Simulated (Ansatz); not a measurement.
# Reading a saddle point

A first-order saddle point of GaH3S, closed shell, PBE0-D4/def2-TZVP, with one imaginary mode of 997i cm⁻¹:

Ga1  (-0.465, -0.820, 0.808)
S2  (0.303, 0.790, -1.024)
H3  (0.952, -0.482, 0.055)
H4  (-1.998, -0.913, 0.425)
H5  (1.209, 1.425, -0.264)
(Å)

Program: Ansatz 0.2.0. Basis: def2-TZVPP and def2-QZVPP. Cores are frozen in the correlated methods. Filled d shells of the heavier atoms are correlated. The def2 sets are not built for correlating such inner shells, so the correlated values are less sure here. Extrapolation: Hartree–Fock as exp(−7.88 √X), correlation as X^−2.97.

Which contacts change along the imaginary mode, and what lies on either side? (Judge from chemistry; the calculation decides.)

Computed: The step is GaH₃S ([SH][GaH2]) → GaH + H₂S, with the molecules in contact on both sides. Shortening one way: S2–H3; lengthening the same way: Ga1–S2, Ga1–H3.
```json
{"pair": "S2–H3", "one side (Å)": "3.24", "saddle (Å)": "1.79", "other side (Å)": "1.34"}
{"pair": "Ga1–S2", "one side (Å)": "2.20", "saddle (Å)": "2.56", "other side (Å)": "2.83"}
{"pair": "Ga1–H3", "one side (Å)": "1.56", "saddle (Å)": "1.64", "other side (Å)": "3.29"}
```

Which side is lower, and how far does the saddle lie above each? (An estimate is asked for; the value comes from the calculation.)

The calculation gives: The side with Ga1–S2, Ga1–H3 short is lower by 1.537 eV; the saddle lies 2.517 eV above it and 0.980 eV above the other (CCSD(T) at an estimated basis limit (MP2 extrapolated from triple and quadruple zeta, plus CCSD(T) − MP2 in triple zeta); electronic energies).

No T1 diagnostic of these runs exceeds 0.017. The restricted Hartree–Fock reference is unstable towards an unrestricted one at one or more of these structures.

Labels in which every atom is bracketed show which atoms are joined, not bond orders.

For scale, one of the runs: CCSD(T)/def2-TZVPP, 132 basis functions, launched by `ansatz run in.yaml --threads 2 --pin off --events-out ev --progress --plain --max-ram 4352MiB`. Hardware: 2 CPU threads of an Arm Neoverse V2, shared host. Wall time 12 s; peak host memory 0.62 GiB.
